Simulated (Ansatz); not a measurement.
**GeHF3 (SMILES [F][GeH]([F])[F]): methods side by side**

GeHF3: 5 atoms, total charge 0, spin state singlet. SMILES: `[F][GeH]([F])[F]`. The coordinates come from a PBE0-D4/def2-TZVP relaxation.

Quantity: the electronic atomisation energy, in eV. The values are calculated. Electronic energies at fixed atoms, without zero-point motion or spin-orbit coupling.

| level | kind | program | value (eV) | less CCSD(T)/aug-cc-pVDZ |
| --- | --- | --- | --- | --- |
| r2SCAN/aug-cc-pVDZ | meta-GGA | Ansatz | 17.84 | +0.36 |
| B3LYP/aug-cc-pVDZ | global hybrid | Ansatz | 17.28 | -0.20 |
| PBE0/aug-cc-pVDZ | global hybrid | Ansatz | 17.32 | -0.16 |
| CAM-B3LYP/aug-cc-pVDZ | range-separated hybrid | Ansatz | 17.68 | +0.20 |
| wB97M-V/aug-cc-pVDZ | range-separated hybrid | Ansatz | 17.68 | +0.20 |
| RPA@PBE/aug-cc-pVDZ | RPA | Ansatz | 16.06 | -1.42 |
| RPA@PBE0/aug-cc-pVDZ | RPA | Ansatz | 16.86 | -0.62 |
| CCSD(T)/aug-cc-pVDZ | coupled cluster or CI | Ansatz | 17.48 | 0.00 |

Differences are taken from CCSD(T)/aug-cc-pVDZ for orientation; it has basis-set and higher-order errors of its own. All-electron rows without a relativistic Hamiltonian named are non-relativistic. Correlated wave functions underbind in double-zeta sets. The values span 16.06 to 17.84 eV. In the correlated wave-function rows the outer d shell of Ge is correlated, in sets not made for it.
